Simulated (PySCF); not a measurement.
Si(H)2(Me)(PH2) (CH7PSi), SMILES C[SiH2]P. Atoms are numbered in the order given.

```xyz
10

Si     0.6305    -0.5426     0.0000
C     -0.7116    -1.8759     0.0000
P     -0.1580     1.6011     0.0000
H      1.5064    -0.6800    -1.2182
H      1.5064    -0.6800     1.2182
H     -1.3552    -1.7838    -0.8979
H     -0.2581    -2.8884     0.0000
H     -1.3552    -1.7838     0.8979
H     -1.1161     1.3253     1.0431
H     -1.1161     1.3253    -1.0431
```

Geometry: PBE-D3(BJ)/def2-SVP. Other conformers were not sampled.

The numbers are results of B3LYP/pcSseg-1 (PySCF), not measurements.

GIAO shieldings, no solvent; atoms alike by connectivity are averaged. δ = σ(ref) − σ: ²⁹Si against TMS (σ = 338.7 ppm); ¹³C against TMS (σ = 181.3 ppm); ³¹P against PH3 (σ = 567.1 ppm); ¹H against TMS (σ = 31.68 ppm), references at their B3LYP-D3(BJ)/def2-TZVP geometries, non-relativistic.

```csv
nucleus,atoms,count,δ (ppm)
²⁹Si,Si1,1,-37.8
¹³C,C2,1,4.1
³¹P,P3,1,10.7
¹H,"H4, H5",2,4.62
¹H,"H9, H10",2,1.93
¹H,"H6, H7, H8",3,0.92
```
